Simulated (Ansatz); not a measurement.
Input for Ansatz (a program for electronic structure): U-PBE/cc-pVTZ on C2H7B (SMILES BCC), a point of a bond scan (R = 2.389 Å).

Ansatz 0.2 input:
```yaml
crystal:
  periodic: [false, false, false]
  atoms:
    - {symbol: B, position_ang: [-0.74511678, 1.00969072, 0.73932318]}
    - {symbol: H, position_ang: [-1.36596690, 1.53000368, 2.98680096]}
    - {symbol: H, position_ang: [-1.14246163, 1.71786546, -0.13812402]}
    - {symbol: C, position_ang: [0.20447514, -0.18371935, 0.45381740]}
    - {symbol: C, position_ang: [0.38209057, -0.63740051, -0.99729133]}
    - {symbol: H, position_ang: [-0.03169379, -1.02979159, 1.11034182]}
    - {symbol: H, position_ang: [1.16986677, 0.17617641, 0.85720004]}
    - {symbol: H, position_ang: [0.67431348, 0.19819760, -1.63621306]}
    - {symbol: H, position_ang: [-0.55096305, -1.03917752, -1.39764403]}
    - {symbol: H, position_ang: [1.14266970, -1.41485196, -1.09439513]}
basis:
  gaussian:
    orbitals: cc-pVTZ
hamiltonian:
  xc: {name: PBE}
magnetization: {spin_polarized: true, initial_magnetization: 0}
```

The head of its log:

```
WARN ansatz: RAYON_NUM_THREADS=1 ignored (pool sized by the plan → 1); use --threads N
Functional definition: PBE
integrals: 0.07 GiB planned
960 factors; their error is unknown
mean field: 0.83 GiB planned
mean field evaluation 1: about -2845.2287 eV, gradient 4.9e1 eV
mean field evaluation 2: about -2805.8405 eV, gradient 8.9e1 eV
```

### Question
Predict the final total energy.

### Answer
-104.9852 hartree.
